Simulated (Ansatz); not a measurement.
[Cu(NH2)2]- (CuN2H4⁻), relaxed as a singlet with RKS r2SCAN-D4/def2-TZVPD in Ansatz, starting from the GFN2-xTB geometry. Force threshold 0.02 eV/Å.

The highest occupied level of the charge -1 singlet lies above zero (up to 0.70 eV). By energy differences its removal costs 2.20 eV (vertical, to the charge 0 doublet, at r2SCAN-D4/def2-TZVPD), and other spins of that charge weren't run; a positive level beside a positive removal energy at the same level points to self-interaction error. The relaxation made no stability test and no search for a lower SCF solution.

Start:

Cartesian coordinates in Å:
```
Cu -0.0329 0.0275 0.0612
N -1.1096 1.0966 -0.9760
H -0.7866 1.1297 -1.9460
H -1.0697 2.0673 -0.6559
N 1.0240 -1.0265 1.1322
H 1.5217 -1.7371 0.5902
H 0.4531 -1.5574 1.7943
```

```tsv
step	energy (eV)	largest force component (eV/Å)	SCF passes
1	-47687.0782	0.353	21
2 (rejected)	-47687.0662	0.825	28
3	-47687.0959	0.215	22
4	-47687.1083	0.065	21
5 (rejected)	-47687.1025	0.455	21
6	-47687.1136	0.031	21
7	-47687.1164	0.036	22
8 (rejected)	-47687.1158	0.236	22
9	-47687.1169	0.006	22
10	-47687.1171	0.015	22
```

Force components are those of the run's own axes.

End:

Cartesian coordinates in Å:
```
Cu -0.055 0.045 0.101
N -1.118 1.206 -0.888
H -1.101 0.965 -1.881
H -0.754 2.160 -0.859
N 0.931 -1.051 1.234
H 1.719 -1.475 0.741
H 0.378 -1.850 1.552
```

By distances, no bond broke or formed. The bond that changes most is Cu1–N5, from 1.84 to 1.86 Å (atoms count from 1).

The force fell under the threshold at step 9, but the optimiser went on. No frequencies were taken in this run, so the end may be a saddle point.

Run time 10 s (4 threads of Intel Xeon Platinum 8488C on a shared host).
